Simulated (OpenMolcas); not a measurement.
## Nb4+: moving or changing the point charges

Nb4+ among 4 point charges of -2 e arranged as a tetrahedron (Td), 2.09 Å from the ion.
```
   1.2067    1.2067    1.2067  -2.00
   1.2067   -1.2067   -1.2067  -2.00
  -1.2067    1.2067   -1.2067  -2.00
  -1.2067   -1.2067    1.2067  -2.00
```

| Property | Result |
| --- | --- |
| Program | OpenMolcas 26.06 |
| Method | CASSCF |
| Basis | ANO-RCC-VDZP [6s5p3d1f] |
| Scalar Hamiltonian | DKH2, point nucleus |
| Active space | 1 electron in 5 orbitals (4d) |
| State averaging | 2S+1 = 2 even, 5 roots |
| Spin-orbit coupling | state interaction with AMFI integrals over the reference wave functions |

Runs around this geometry, states (labels of Td). Energies in cm-1 above the lowest state or level, χT in cm3 K/mol; 10Dq is the gap between the two states; 10Dq is negative for this site.

| R (Å) | q (e) | Ground state | First state of that spin | 10Dq | First gap with spin-orbit (degeneracies) | χT at 300 K |
| --- | --- | --- | --- | --- | --- | --- |
| 2.09 | -1 | 2E | 2T2 2395 | -2395 | 2703 (4, 4) | 0.232 |
| 1.98 | -2 | 2E | 2T2 4928 | -4928 | 4918 (4, 4) | 0.263 |
| 2.09 | -2 | 2E | 2T2 4042 | -4042 | 4096 (4, 4) | 0.248 |
| 2.2 | -2 | 2E | 2T2 3303 | -3303 | 3442 (4, 4) | 0.237 |

Taking |10Dq| as R^-n, n = -ln(3303 / 4928) / ln(2.2 / 1.98) = 3.8 between the shortest and longest distance. The point-charge formula for a cubic d site gives n = 5.

Scaling the charges by -1 / -2 = 0.50 scales |10Dq| by 2395 / 4042 = 0.59; with fixed orbitals a first-order splitting would follow the charge.

An orbital doublet at a regular site is open to a Jahn-Teller distortion, which this geometry leaves out. The ground term spreads over less than 5000 cm-1, several times less than with real ligands, so orbital moments are less quenched and χT lies further from the spin-only value than at real sites. Point charges carry no covalency, so the field is a model and not that of real ligands. No measured value stands beside these numbers.
